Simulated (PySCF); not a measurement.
C₃H₇FSi, SMILES FC1C[SiH2]C1.

Coordinates come from a ωB97X-D3(BJ)/def2-SVP optimisation. This is a generated structure with no PubChem entry under its InChIKey; it may be hypothetical.

Two levels are set side by side: TDDFT-PBE/def2-SVPD (PySCF) and TDDFT-ωB97X/def2-SVPD (PySCF). Vertical, same geometry. The lowest singlet is HOMO→LUMO 98 % with PBE and HOMO−1→LUMO 81 % with the other functional; states are paired by order. Differences are taken from unrounded values.

```
quantity                               TDDFT-ωB97X
-------------------------------------  -----------
lowest singlet excitation (eV)                7.99
lowest triplet excitation (TDA) (eV)          7.26
first bright state (f over 0.05) (eV)         8.20
its oscillator strength                       0.14
```

**Question.** What does TDDFT-PBE give, and how far is it from TDDFT-ωB97X? (The exact figures need the calculation; the answer reports its results.)

**Answer.** 
```json
[
 {"quantity": "lowest singlet excitation (eV)", "TDDFT-PBE": "6.69", "TDDFT-PBE minus TDDFT-ωB97X": "-1.30"},
 {"quantity": "lowest triplet excitation (TDA) (eV)", "TDDFT-PBE": "6.27", "TDDFT-PBE minus TDDFT-ωB97X": "-0.98"},
 {"quantity": "first bright state (f over 0.05) (eV)", "TDDFT-PBE": "7.04", "TDDFT-PBE minus TDDFT-ωB97X": "-1.16"},
 {"quantity": "its oscillator strength", "TDDFT-PBE": "0.05", "TDDFT-PBE minus TDDFT-ωB97X": "-0.09"}
]
```

A lower first singlet is the usual sign of a functional without exact exchange. Differences between two approximate levels are no errors against the true value.

Rough cost on one machine, each run with all the roots and properties that it gave: TDDFT-ωB97X against TDDFT-PBE about 7 times.
